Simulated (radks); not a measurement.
Q: The mean radii <r> (bohr) of the occupied orbitals of an atom or ion are listed with their occupations. All-electron calculation, Dirac Kohn-Sham, PBEsol, spin-unpolarised, spherical densities, point nucleus. Program: a radial shooting solver on a logarithmic mesh with Libxc functionals.

| orbital | occ. | <r> |
|---|---|---|
| 1s1/2 | 2 | 0.02363 |
| 2s1/2 | 2 | 0.1005 |
| 2p1/2 | 2 | 0.08423 |
| 2p3/2 | 4 | 0.09064 |
| 3s1/2 | 2 | 0.2661 |
| 3p1/2 | 2 | 0.2557 |
| 3p3/2 | 4 | 0.2682 |
| 3d3/2 | 4 | 0.2395 |
| 3d5/2 | 6 | 0.2433 |
| 4s1/2 | 2 | 0.6076 |
| 4p1/2 | 2 | 0.6241 |
| 4p3/2 | 4 | 0.6525 |
| 4d3/2 | 4 | 0.7017 |
| 4d5/2 | 6 | 0.7119 |
| 5s1/2 | 1 | 1.448 |
| 5p1/2 | 2 | 1.608 |
| 5p3/2 | 4 | 1.684 |
| 4f5/2 | 4 | 1.014 |

Name the element and its charge. Open shells, if any, fill j = l - 1/2 first.

A: Z = 60, neodymium, charge +3: Nd3+ in [Kr] 4d10 4f4 5s1 5p6. The 1s radius gives Z: for a bare nucleus <r> = (2 gamma + 1)/(2Z) with gamma = sqrt(1 - (Z/c)^2), 0.02332 bohr for Z = 60, and screening makes it slightly larger (0.02363 here). The occupations add up to 57, and the charge is Z minus that.
